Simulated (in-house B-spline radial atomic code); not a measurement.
RPA and G0W0 for I VII (I6+), [Kr] 4d10 5s1, highest spin, as one setting changes: the highest l of the empty states. Start: r2SCAN. A dash marks a level of low quasi-particle weight. Computed with an all-electron radial atomic-structure program (B-spline basis): all electrons, scalar-relativistic (spin-free one-electron X2C), finite nucleus, each spin shell either full or empty, empty states to the listed l with an (l + 1/2)⁻⁴ tail; G0W0 by contour deformation at full frequency.

```tsv
highest l of the empty states	RPA summed (Eh)	RPA extrapolated (Eh)	G0W0 level (eV)
4	-3.1524	-3.7412	5s up -88.49
5	-3.4216	-3.7966	5s up -88.51
6	-3.5542	-3.7819	5s up -88.49
7	-3.6252	-3.7705	5s up -88.48
8	-3.664	-3.7559	5s up -88.47
9	?	?	?
10	?	?	?
11	-3.7105	-3.7421	5s up -88.47
```

(1) What belongs in the row for 9?

(2) What belongs in the row for 10?

## Answers

(1) RPA summed (Eh): -3.6868; RPA extrapolated (Eh): -3.7486; G0W0 level (eV): 5s up -88.47.

(2) RPA summed (Eh): -3.7011; RPA extrapolated (Eh): -3.7445; G0W0 level (eV): 5s up -88.47.
